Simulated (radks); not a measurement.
The numbers below are computed, except where a source is named.
Species: Hg4+. Configuration: [Xe] 4f14 5d7.75 6d0.25 (fractional occupations, a model configuration).

Level of theory: scalar-relativistic Kohn-Sham, PBE, spin-polarised, spherical densities, finite nucleus; open shells are filled with parallel spins first (spin-orbit coupling, left out, can overturn this in heavy ions); Fermi nuclear charge, rms radius 5.4648 fm (a radial shooting solver on a logarithmic mesh with Libxc functionals).

Energy parts (eV):
total: -533709.39
kinetic: 598763.85
electron-nucleus: -1325281.75
Hartree: 202836.08
exchange-correlation: -10027.57

Orbitals (lengths in bohr, moments of r in powers of bohr; r(max) is where P^2 peaks):
[
 {"orbital": "1s up", "occ.": "1", "eigenvalue (eV)": "-83189.40", "<r^2>": "0.0003809", "r(max)": "0.01023"},
 {"orbital": "1s down", "occ.": "1", "eigenvalue (eV)": "-83189.41", "<r^2>": "0.0003809", "r(max)": "0.01023"},
 {"orbital": "2s up", "occ.": "1", "eigenvalue (eV)": "-14789.23", "<r^2>": "0.005797", "r(max)": "0.05915"},
 {"orbital": "2s down", "occ.": "1", "eigenvalue (eV)": "-14789.02", "<r^2>": "0.005797", "r(max)": "0.05915"},
 {"orbital": "2p up", "occ.": "3", "eigenvalue (eV)": "-12765.04", "<r^2>": "0.004898", "r(max)": "0.04906"},
 {"orbital": "2p down", "occ.": "3", "eigenvalue (eV)": "-12764.87", "<r^2>": "0.004898", "r(max)": "0.04906"},
 {"orbital": "3s up", "occ.": "1", "eigenvalue (eV)": "-3550.348", "<r^2>": "0.03734", "r(max)": "0.1668"},
 {"orbital": "3s down", "occ.": "1", "eigenvalue (eV)": "-3550.266", "<r^2>": "0.03734", "r(max)": "0.1668"},
 {"orbital": "3p up", "occ.": "3", "eigenvalue (eV)": "-2965.181", "<r^2>": "0.03848", "r(max)": "0.1664"},
 {"orbital": "3p down", "occ.": "3", "eigenvalue (eV)": "-2965.089", "<r^2>": "0.03848", "r(max)": "0.1664"},
 {"orbital": "3d up", "occ.": "5", "eigenvalue (eV)": "-2348.351", "<r^2>": "0.03187", "r(max)": "0.1355"},
 {"orbital": "3d down", "occ.": "5", "eigenvalue (eV)": "-2348.193", "<r^2>": "0.03187", "r(max)": "0.1355"},
 {"orbital": "4s up", "occ.": "1", "eigenvalue (eV)": "-822.2355", "<r^2>": "0.1799", "r(max)": "0.3757"},
 {"orbital": "4s down", "occ.": "1", "eigenvalue (eV)": "-822.0290", "<r^2>": "0.1799", "r(max)": "0.3757"},
 {"orbital": "4p up", "occ.": "3", "eigenvalue (eV)": "-630.2748", "<r^2>": "0.2056", "r(max)": "0.3957"},
 {"orbital": "4p down", "occ.": "3", "eigenvalue (eV)": "-630.0834", "<r^2>": "0.2056", "r(max)": "0.3958"},
 {"orbital": "4d up", "occ.": "5", "eigenvalue (eV)": "-402.1707", "<r^2>": "0.2327", "r(max)": "0.4027"},
 {"orbital": "4d down", "occ.": "5", "eigenvalue (eV)": "-401.9483", "<r^2>": "0.2325", "r(max)": "0.4027"},
 {"orbital": "4f up", "occ.": "7", "eigenvalue (eV)": "-149.2899", "<r^2>": "0.2804", "r(max)": "0.3665"},
 {"orbital": "4f down", "occ.": "7", "eigenvalue (eV)": "-148.9846", "<r^2>": "0.2792", "r(max)": "0.3665"},
 {"orbital": "5s up", "occ.": "1", "eigenvalue (eV)": "-171.2755", "<r^2>": "0.9029", "r(max)": "0.8273"},
 {"orbital": "5s down", "occ.": "1", "eigenvalue (eV)": "-169.9169", "<r^2>": "0.8984", "r(max)": "0.8256"},
 {"orbital": "5p up", "occ.": "3", "eigenvalue (eV)": "-119.2005", "<r^2>": "1.184", "r(max)": "0.9257"},
 {"orbital": "5p down", "occ.": "3", "eigenvalue (eV)": "-117.5529", "<r^2>": "1.179", "r(max)": "0.9233"},
 {"orbital": "5d up", "occ.": "5", "eigenvalue (eV)": "-59.7865", "<r^2>": "2.020", "r(max)": "1.130"},
 {"orbital": "5d down", "occ.": "2.75", "eigenvalue (eV)": "-57.9609", "<r^2>": "2.034", "r(max)": "1.127"},
 {"orbital": "6d up", "occ.": "0.25", "eigenvalue (eV)": "-22.5637", "<r^2>": "13.12", "r(max)": "3.163"}
]

The highest occupied level is 6d up at -22.564 eV. The electron density at the nucleus is 2.5e+06 e/bohr^3 (large components only). Summed over all electrons, <r^2> = 36.37 bohr^2, which gives a Langevin (diamagnetic) susceptibility term of -28.8 x 10^-6 cm^3/mol. The density falls to 0.001 e/bohr^3 at r = 3.37 bohr. Spin moment in Bohr magnetons: 2.5. The spin density at the nucleus is -15.60 e/bohr^3 (1s -0.20, 2s -2.14, 3s 0.06, 4s 2.43, 5s -15.74).
